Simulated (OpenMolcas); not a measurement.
## Nb3+: moving the ligands

Nb3+ with 4 ligands (chloride) in square-planar coordination (D4h) at 2.35 Å. A charge of +0.25 e stands 2.8 Å behind each ligand. Ligand basis ANO-RCC-VDZP.
```
Nb    0.0000    0.0000    0.0000
Cl    2.3500    0.0000    0.0000
Cl    0.0000    2.3500    0.0000
Cl   -2.3500    0.0000    0.0000
Cl    0.0000   -2.3500    0.0000
```

```json
{"Program": "OpenMolcas 26.06", "Method": "CASSCF", "Basis": "ANO-RCC-VTZP [7s6p4d2f1g]", "Scalar Hamiltonian": "DKH2, point nucleus", "Active space": "2 electrons in 5 orbitals (4d)", "State averaging": "2S+1 = 3 even, 10 roots; 2S+1 = 1 even, 15 roots", "Spin-orbit coupling": "state interaction with AMFI integrals over the reference wave functions"}
```

Runs around this geometry, states (labels of D4, the rotations of D4h). Energies in cm-1 above the lowest state or level, χT in cm3 K/mol.

```
R (Å)  Ground state  First state of that spin  First gap with spin-orbit (degeneracies)  χT at 300 K  First state of another spin
  2.3            3E                      1732                              192.8 (1, 1)        0.590               2S+1 = 1: 4449
 2.35            3E                      1810                              210.6 (1, 1)        0.566               2S+1 = 1: 5252
 2.49            3E                      1855                              313.0 (1, 2)        0.460               2S+1 = 1: 6759
```

An orbital doublet at a regular site is open to a Jahn-Teller distortion, which this geometry leaves out. Without dynamic correlation the repulsion within the d shell is too large (B by tens of per cent), so at a given field states of lower spin stand too high. With metal d orbitals alone the field can be off either way by tens of per cent. Ligand-to-metal charge-transfer states are missing. With no ligand orbital active B as a rule stays too high, so bands that hang on it stand too high and its fall with covalency is understated. The least metal-like active orbital is 70 % on the metal (Löwdin) and no ligand orbital is active, so the numbers are rough (holds for R = 2.3). The least metal-like active orbital is 72 % on the metal (Löwdin) and no ligand orbital is active, so the numbers are rough (holds for R = 2.35). The least metal-like active orbital is 76 % on the metal (Löwdin) and no ligand orbital is active, so the numbers are rough (holds for R = 2.49). No measured value stands beside these numbers; the geometry is a model, was not optimised and need not be the one that this ion takes.

A state without a sure symmetry label is named by its multiplicity alone.
